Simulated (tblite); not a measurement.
C6H12F2OSi.
Atom-mapped SMILES: `[CH3:1][C@@H:2]1[CH2:3][SiH2:4][C@H:5]([O:6][CH:7]([F:8])[F:9])[CH2:10]1` (hydrogens: H11, H12, H13 on C1; H14 on C2; H15, H16 on C3; H17, H18 on Si4; H19 on C5; H20 on C7; H21, H22 on C10)

The geometry is computed with GFN2-xTB (gas phase).

**Question.** List the bond lengths, angles and torsions at this level.

**Answer.** 
```json
{"bond": "C1–C2", "length (pm)": "152.4", "order": "single"}
{"bond": "C2–C3", "length (pm)": "153.6", "order": "single"}
{"bond": "C3–Si4", "length (pm)": "190.5", "order": "single"}
{"bond": "Si4–C5", "length (pm)": "192.9", "order": "single"}
{"bond": "C5–O6", "length (pm)": "144.4", "order": "single"}
{"bond": "O6–C7", "length (pm)": "132.9", "order": "single"}
{"bond": "C7–F8", "length (pm)": "137.4", "order": "single"}
{"bond": "C7–F9", "length (pm)": "134.0", "order": "single"}
{"bond": "C5–C10", "length (pm)": "152.6", "order": "single"}
{"bond": "C2–C10", "length (pm)": "153.0", "order": "single"}
{"bond": "C1–H11, C1–H12, C1–H13", "length (pm)": "108.8", "order": "single"}
{"bond": "C2–H14", "length (pm)": "109.6", "order": "single"}
{"bond": "C3–H15", "length (pm)": "108.8", "order": "single"}
{"bond": "C3–H16", "length (pm)": "109.1", "order": "single"}
{"bond": "Si4–H17", "length (pm)": "146.5", "order": "single"}
{"bond": "Si4–H18", "length (pm)": "145.7", "order": "single"}
{"bond": "C5–H19", "length (pm)": "109.9", "order": "single"}
{"bond": "C7–H20", "length (pm)": "111.1", "order": "single"}
{"bond": "C10–H21", "length (pm)": "109.1", "order": "single"}
{"bond": "C10–H22", "length (pm)": "109.1", "order": "single"}
```

Bonds in one row agree within 1 pm and their mean is given. Orders are formal, as drawn. A selection of angles:
```json
{"angle": "C1–C2–C3", "degrees": "112.0"}
{"angle": "C1–C2–C10", "degrees": "111.7"}
{"angle": "C3–C2–C10", "degrees": "107.6"}
{"angle": "C2–C3–Si4", "degrees": "105.7"}
{"angle": "C3–Si4–C5", "degrees": "92.5"}
{"angle": "Si4–C5–O6", "degrees": "113.1"}
{"angle": "Si4–C5–C10", "degrees": "105.0"}
{"angle": "O6–C5–C10", "degrees": "108.3"}
{"angle": "C5–O6–C7", "degrees": "113.9"}
{"angle": "O6–C7–F8", "degrees": "112.4"}
{"angle": "O6–C7–F9", "degrees": "109.2"}
{"angle": "F8–C7–F9", "degrees": "105.5"}
{"angle": "C2–C10–C5", "degrees": "108.3"}
```

Dihedral angles: C1–C2–C3–Si4 -161° (antiperiplanar); C2–C3–Si4–C5 13° (synperiplanar); C3–Si4–C5–O6 131° (anticlinal); Si4–C5–O6–C7 81° (synclinal); C5–O6–C7–F8 -69° (synclinal); Si4–C5–C10–C2 -38° (synclinal); C1–C2–C10–C5 174° (antiperiplanar).

The 2 C–Si bonds span 1.905 Å (C3–Si4, drawn single) to 1.929 Å (Si4–C5, drawn single), a spread of 0.024 Å. Of the pairs four or more bonds apart, Si4···F8 is among the closest relative to their van der Waals radii: 3.05 Å, 85 % of the sum of Bondi's values. The 5-membered ring C2–C3–Si4–C5–C10 has internal angles of 92.5° to 108.3° (sum 519°, against 540° for a flat polygon); it is puckered, 0.19 Å rms from its mean plane, widest ring torsion 51°. The C–F distances run from 1.340 Å (C7–F9, drawn single) to 1.374 Å (C7–F8, drawn single), a spread of 0.034 Å. O6 (ether oxygen) is bent (angle 113.9°). Si4 (SiH2 silicon) has angles from 92.5° to 114.3°. The 2 C–O bonds span 1.329 Å (O6–C7, drawn single) to 1.444 Å (C5–O6, drawn single), a spread of 0.115 Å.

Point group: C1 (no symmetry element, even within 0.4 Å). Its GFN2-xTB frequencies are all real (lowest 40 cm⁻¹). One conformer, not necessarily the lowest.
